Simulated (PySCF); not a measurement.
## Assigning NMR signals

Geometry (Å), atoms numbered from 1 in this order:
```xyz
20

C     3.1985   -1.3325    0.2201
Si    1.4943   -1.0329   -0.5717
Si    0.2135    0.3104    0.7813
O     1.0419    1.7126    0.7995
N    -1.4091    0.5824    0.1624
Si   -2.6598   -0.5535    0.5740
Si   -1.6496    1.6445   -1.1930
H     3.7141   -0.3918    0.3904
H     3.1042   -1.8302    1.1815
H     3.8351   -1.9491   -0.4072
H     0.8831   -2.3577   -0.8018
H     1.7379   -0.4963   -1.9258
H    -0.0268   -0.0811    2.1802
H     0.6590    2.5070    1.1646
H    -2.5332   -1.7665   -0.2421
H    -2.5019   -0.8910    1.9876
H    -3.9464    0.0999    0.3441
H    -0.6929    2.7458   -1.0927
H    -3.0122    2.1689   -1.0995
H    -1.4548    0.9217   -2.4550
```

Level of theory: GFN2-xTB geometry, GIAO PBE0/pcSseg-1 shieldings, in PySCF 2.14.0 with density-fitted response routines (no solvent model, single conformer, equivalent nuclei averaged, non-relativistic Hamiltonian).

δ = σ(ref) − σ, references computed at the same level: TMS for $^{1}$H (σref 31.72).

Assign these signals to the numbered atoms. $^{1}$H NMR (300 MHz, computed): δ 5.70 (m, 1H), 4.73 (s, 6H), 4.06 (m, 1H), 3.76 (m, 1H), 1.62 (br s, 1H), 0.21 (m, 3H).

Answers


5.70 → H13, hydrogen on a silicon bonded to N, O, Si
4.73 → H15/H16/H17/H18/H19/H20, hydrogen on a silicon bonded to N
4.06 → H12, hydrogen on a silicon bonded to C, Si
3.76 → H11, hydrogen on a silicon bonded to C, Si
1.62 → H14, hydrogen on an oxygen bonded to Si: exchangeable, gas-phase position
0.21 → H8/H9/H10, hydrogen on a methyl carbon bonded to Si: an electropositive neighbour shields it, as in TMS itself

The OH or NH signal is concentration- and solvent-dependent in practice; the value given is the gas-phase one. Multiplicities follow the n + 1 count of equivalent neighbours, as no J values were calculated; m marks all less simple cases, F and P coupling included.
